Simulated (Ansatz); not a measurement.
`C[SiH](O)Br` and `C=N[SiH](O)Br` differ in one atom or group.

Ansatz, PBE0-D4/def2-TZVP geometries, multiplicity 1. Each molecule was computed in one conformer, which needn't be the lowest.

Scalar relativity is left out up to krypton. Spin–orbit coupling is left out; it splits and shifts lone-pair levels of the heavy atoms by tenths of an eV.

```
                                      property  `C[SiH](O)Br`
         LUMO energy (ωB97M-V/def2-TZVPP) / eV           2.07
           LUMO energy (B3LYP/def2-TZVPP) / eV           0.21
         HOMO–LUMO gap (B3LYP/def2-TZVPP) / eV           8.19
             LUMO energy (PBE/def2-TZVPP) / eV          -0.36
size of the dipole moment (PBE/def2-TZVPP) / D           1.97
            LUMO energy (PBE0/def2-TZVPP) / eV           0.52
```

Task: Give the same properties after the change, and the shifts. (An estimate is asked.)

Result: Ansatz gave: 
```
                                      property  `C=N[SiH](O)Br`  shift
         LUMO energy (ωB97M-V/def2-TZVPP) / eV             0.86  -1.21
           LUMO energy (B3LYP/def2-TZVPP) / eV            -1.60  -1.81
         HOMO–LUMO gap (B3LYP/def2-TZVPP) / eV             5.76  -2.43
             LUMO energy (PBE/def2-TZVPP) / eV            -2.45  -2.09
size of the dipole moment (PBE/def2-TZVPP) / D             1.88  -0.09
            LUMO energy (PBE0/def2-TZVPP) / eV            -1.36  -1.88
```

With PBE0 the HOMO rises by 0.65 eV and the LUMO falls by 1.88 eV, so the gap narrows by about 2.53 eV. PBE moves the HOMO by 0.78 eV and ωB97M-V by 0.53 eV. Dipoles are sizes alone; their direction can turn.

B3LYP here is the variant with VWN-RPA as its local correlation; programs differ in this.
